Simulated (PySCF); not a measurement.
Cl₂MoO₂, quintet, geometry from GFN2-xTB of the parent state (such geometries of metal compounds can be far from the true shape) (another spin typed on purpose, not shown lowest) (core potentials on Mo); PBE0/def2-SV(P) in PySCF.

Here is a job for PySCF.
```python
from pyscf import gto, scf, dft

mol = gto.Mole()
mol.atom = '''
    Mo    0.298668   -0.055206    0.098626
    O     1.452282   -0.587896   -0.930250
    O     0.741126    0.182461    1.654554
    Cl   -0.459639    1.801845   -0.663469
    Cl   -1.310439   -1.474660    0.078957
'''
mol.basis = 'def2-sv(p)'
mol.ecp = {'Mo': 'def2-sv(p)'}
mol.charge = 0
mol.spin = 4
mol.verbose = 4
mol.build()

mf = dft.UKS(mol)
mf.xc = 'pbe0'
mf.kernel()
mf.analyze()
```

Task: What does PySCF print? Leave out banner, timings and long lists.

Result: 
```
PySCF version 2.14.0

[INPUT] verbose = 4
[INPUT] num. atoms = 5
[INPUT] num. electrons = 64
[INPUT] charge = 0
[INPUT] spin (= nelec alpha-beta = 2S) = 4
[INPUT] symmetry False subgroup None
[INPUT] Mole.unit = angstrom
[INPUT] Symbol           X                Y                Z      unit          X                Y                Z       unit  Magmom
[...]
nuclear repulsion = 339.863416089691
number of shells = 38
number of NR pGTOs = 170
number of NR cGTOs = 88
basis = def2-sv(p)
ecp = {'Mo': 'def2-sv(p)'}

******** <class 'pyscf.dft.uks.UKS'> ********
method = UKS
initial guess = minao
damping factor = 0
level_shift factor = 0
DIIS = <class 'pyscf.scf.diis.CDIIS'>
diis_start_cycle = 1
diis_space = 8
diis_damp = 0
SCF conv_tol = 1e-09
SCF conv_tol_grad = None
SCF max_cycles = 50
direct_scf = True
direct_scf_tol = 1e-13
number electrons alpha = 34  beta = 30
XC library pyscf.dft.libxc version 7.1.2
    S. Lehtola, C. Steigemann, M. J. T. Oliveira, and M. A. L. Marques,  SoftwareX 7, 1–5 (2018)
XC functionals = pbe0
    C. Adamo and V. Barone,  J. Chem. Phys. 110, 6158 (1999)
    M. Ernzerhof and G. E. Scuseria,  J. Chem. Phys. 110, 5029 (1999)
radial grids:
    Treutler-Ahlrichs [JCP 102, 346 (1995); DOI:10.1063/1.469408] (M4) radial grids

becke partition: Becke, JCP 88, 2547 (1988); DOI:10.1063/1.454033
pruning grids: <function nwchem_prune>
grids dens level: 3
symmetrized grids: False
atomic radii adjust function: <function treutler_atomic_radii_adjust>
small_rho_cutoff = 0
Set gradient conv threshold to 3.16228e-05
tot grids = 88368
init E= -1130.9521906125

cycle= 1 E= -1137.34291597205  delta_E= -6.39  |g|= 1.01  |ddm|= 2.68

cycle= 2 E= -1131.72500980755  delta_E= 5.62  |g|=  3.1  |ddm|= 5.56

cycle= 3 E= -1137.68885023115  delta_E= -5.96  |g|= 0.632  |ddm|= 5.14

cycle= 4 E= -1137.89386759971  delta_E= -0.205  |g|= 0.353  |ddm|= 1.36

cycle= 5 E= -1137.95947222846  delta_E= -0.0656  |g|= 0.0638  |ddm|= 0.418

cycle= 6 E= -1137.96258828238  delta_E= -0.00312  |g|= 0.0326  |ddm|= 0.115

cycle= 7 E= -1137.96337938568  delta_E= -0.000791  |g|= 0.0215  |ddm|= 0.0629

cycle= 8 E= -1137.96359404739  delta_E= -0.000215  |g|= 0.0216  |ddm|= 0.049

cycle= 9 E= -1137.96368099922  delta_E= -8.7e-05  |g|= 0.0201  |ddm|= 0.0221

cycle= 10 E= -1137.96390867051  delta_E= -0.000228  |g|= 0.00458  |ddm|= 0.0404

cycle= 11 E= -1137.96391703828  delta_E= -8.37e-06  |g|= 0.00327  |ddm|= 0.00967

[...]
converged SCF energy = -1137.96392546457  <S^2> = 6.0377651  2S+1 = 5.0150833
Total Energy =                       -1137.963925464569684
[...]
spin_pop of  0 Mo 5dz^2     0.02171
spin_pop of  0 Mo 5dxz      0.09941
spin_pop of  0 Mo 5dx2-y2   -0.00000
spin_pop of  1 O 1s       -0.00001
spin_pop of  1 O 2s        0.00744
spin_pop of  1 O 3s       -0.00030
spin_pop of  1 O 2px       0.46708
spin_pop of  1 O 2py       0.24873
spin_pop of  1 O 2pz       0.13542
spin_pop of  1 O 3px       0.00030
spin_pop of  1 O 3py       0.00449
spin_pop of  1 O 3pz      -0.00242
spin_pop of  1 O 3dxy      0.00045
spin_pop of  1 O 3dyz      0.00007
spin_pop of  1 O 3dz^2     0.00010
spin_pop of  1 O 3dxz      0.00014
spin_pop of  1 O 3dx2-y2    0.00021
spin_pop of  2 O 1s       -0.00001
spin_pop of  2 O 2s        0.00611
spin_pop of  2 O 3s       -0.00071
spin_pop of  2 O 2px       0.52279
spin_pop of  2 O 2py       0.25235
spin_pop of  2 O 2pz       0.05758
spin_pop of  2 O 3px       0.00041
spin_pop of  2 O 3py       0.00606
spin_pop of  2 O 3pz       0.00042
spin_pop of  2 O 3dxy      0.00020
spin_pop of  2 O 3dyz      0.00026
spin_pop of  2 O 3dz^2    -0.00005
spin_pop of  2 O 3dxz      0.00023
spin_pop of  2 O 3dx2-y2    0.00021
spin_pop of  3 Cl 1s        0.00000
spin_pop of  3 Cl 2s       -0.00000
spin_pop of  3 Cl 3s        0.00158
spin_pop of  3 Cl 4s       -0.00024
spin_pop of  3 Cl 2px       0.00001
spin_pop of  3 Cl 2py       0.00001
spin_pop of  3 Cl 2pz       0.00000
spin_pop of  3 Cl 3px       0.28229
spin_pop of  3 Cl 3py       0.10800
spin_pop of  3 Cl 3pz       0.00782
spin_pop of  3 Cl 4px       0.00289
spin_pop of  3 Cl 4py       0.00179
spin_pop of  3 Cl 4pz       0.00415
spin_pop of  3 Cl 3dxy      0.00505
spin_pop of  3 Cl 3dyz      0.00233
spin_pop of  3 Cl 3dz^2     0.00271
spin_pop of  3 Cl 3dxz      0.00249
spin_pop of  3 Cl 3dx2-y2    0.00301
spin_pop of  4 Cl 1s       -0.00000
spin_pop of  4 Cl 2s       -0.00000
spin_pop of  4 Cl 3s        0.00317
spin_pop of  4 Cl 4s        0.00057
spin_pop of  4 Cl 2px       0.00000
spin_pop of  4 Cl 2py       0.00001
spin_pop of  4 Cl 2pz       0.00000
spin_pop of  4 Cl 3px       0.09109
spin_pop of  4 Cl 3py       0.23425
spin_pop of  4 Cl 3pz       0.05976
spin_pop of  4 Cl 4px       0.00196
spin_pop of  4 Cl 4py       0.00531
spin_pop of  4 Cl 4pz       0.00565
spin_pop of  4 Cl 3dxy      0.00006
spin_pop of  4 Cl 3dyz      0.00254
spin_pop of  4 Cl 3dz^2     0.00011
spin_pop of  4 Cl 3dxz      0.00524
spin_pop of  4 Cl 3dx2-y2    0.00968
In total            34.00000 | 30.00000
Dipole moment(X, Y, Z, Debye): -0.47704,  0.08844, -0.15772
```
